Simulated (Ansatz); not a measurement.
`[NH2][Ga]([F])[F]` + `N#[C][Al]([Cl])[Cl]` → `N#[C][Ga]([F])[F]` + `[NH2][Al]([Cl])[Cl]` at 298.15 K and 1 bar (redistribution).

Isolated molecules relaxed with PBE0-D4/def2-TZVP in Ansatz; ΔE leaves out vibrations. CBS: MP2 limit from def2 TZ/QZ plus the TZ coupled-cluster correction, frozen cores. For Ga outer-core shells are correlated without core-valence functions, which leaves a few kJ/mol of doubt a bond. Scalar relativity is left out up to krypton. One conformer a species, not always the lowest.

| species | CCSD(T)/CBS energy (Eh) | H − E (kJ/mol) | S (J/(mol·K)) |
| --- | --- | --- | --- |
| `[NH2][Ga]([F])[F]` | -2179.54122 | 95.5 | 322.2 |
| `N#[C][Al]([Cl])[Cl]` | -1254.46678 | 48.9 | 339.9 |
| `N#[C][Ga]([F])[F]` | -2216.34654 | 50.2 | 328.6 |
| `[NH2][Al]([Cl])[Cl]` | -1217.66844 | 94.5 | 322.9 |

H − E and S are ideal-gas, rigid-rotor, harmonic terms from PBE0-D4/def2-TZVP, for one conformer and one mirror image of each species. 1 Eh = 2625.50 kJ/mol, R = 8.31446 J/(mol·K).

Question: By hand: ΔE, ΔH, ΔS and ΔG.

Answer: ΔE = (-2216.34654) + (-1217.66844) − (-2179.54122) − (-1254.46678) = -0.00698 Eh = -18.3 kJ/mol. Δ(H − E) = 50.2 + 94.5 − 95.5 − 48.9 = 0.3, so ΔH = -18.0 kJ/mol. ΔS = 328.6 + 322.9 − 322.2 − 339.9 = -10.6 J/(mol·K). ΔG = -18.0 − 298.15 × (-10.6)/1000 = -14.8 kJ/mol.

Question: By hand: the equilibrium constant, and the temperature at which ΔG would vanish if ΔH and ΔS stayed fixed.

Answer: log₁₀ K = −ΔG/(RT ln 10) = 2.6. ΔG = 0 at ΔH/ΔS = 1698 K, though so small a ΔS makes that figure unsure.

The number of gas molecules stays the same, so ΔS is small and ΔH decides. A doubt of 5 kJ/mol in ΔE shifts log₁₀ K by 0.9 here. Other conformers and mirror images would add mixing entropy, several J/(mol·K) or more a flexible species. These are equilibria of isolated gas molecules and say nothing of rates. Largest T1 diagnostic: 0.015 (customary marks: 0.02 for closed shells, 0.045 for open ones).
